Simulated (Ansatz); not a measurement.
Gas-phase electronic energies from Ansatz, PBE0-D4/def2-TZVP geometries. CCSD(T)/CBS is the MP2 limit (def2-TZVPP, def2-QZVPP) plus CCSD(T) − MP2 in def2-TZVPP, frozen cores. This one scheme is used for every species. Functionals use def2-TZVPP. B3LYP here is the variant with VWN-RPA as its local correlation; programs differ in this. Each species was taken in one conformer, which may not be the lowest.

Consider the redistribution: `NCBO` + `F[Si]S` → `NCBF` + `O[Si]S`.

```
             level  ΔE (kJ/mol)
         r2SCAN-D4         44.9
            B2PLYP         44.5
               PBE         48.0
            r2SCAN         44.9
              PBE0         45.3
             B3LYP         43.9
CCSD(T)/def2-TZVPP         45.5
     MP2/CBS(def2)         45.6
```

Task: What does CCSD(T)/CBS give? (An estimate is asked.)

Result: Computed: +45.7 kJ/mol. The listed levels differ from it by -0.8, -1.2, 2.3, -0.8, -0.4, -1.8, -0.2, -0.1 kJ/mol.

Largest T1 diagnostic among the species: 0.015.

In def2-TZVPP, CCSD(T) changes the Hartree–Fock value by +14.9 kJ/mol (the triples alone add +2.1 kJ/mol) and MP2 by +14.7 kJ/mol.
